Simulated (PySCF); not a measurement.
Ga(H)(Cl)(OH) (ClGaH2O), SMILES [OH][GaH][Cl].

Geometry: PBE0-D3(BJ)/def2-TZVP. Other conformers were not sampled.

Calculation: PySCF with C-PCM-M06-2X/def2-SVP.

The values are the electrostatic part of the solvation free energy, E(continuum) − E(gas) at the gas-phase geometry, in a cavity of scaled van der Waals radii (PySCF's table); cavitation and dispersion terms are not included. A continuum can't describe solvent molecules that bind to the metal. In vacuum the orbital gap is 9.66 eV. The dipole moment in vacuum is 3.06 D.

Computed values in water (ε = 78.36), cyclohexanone (ε = 15.62), acetonitrile (ε = 35.69):
| solvent | ε | ΔG(elec) (kcal/mol) | dipole (D) | gap (eV) |
|---|---|---|---|---|
| water | 78.36 | -8.1 | 3.88 | 10.12 |
| cyclohexanone | 15.62 | -7.7 | 3.83 | 10.10 |
| acetonitrile | 35.69 | -8.0 | 3.86 | 10.11 |
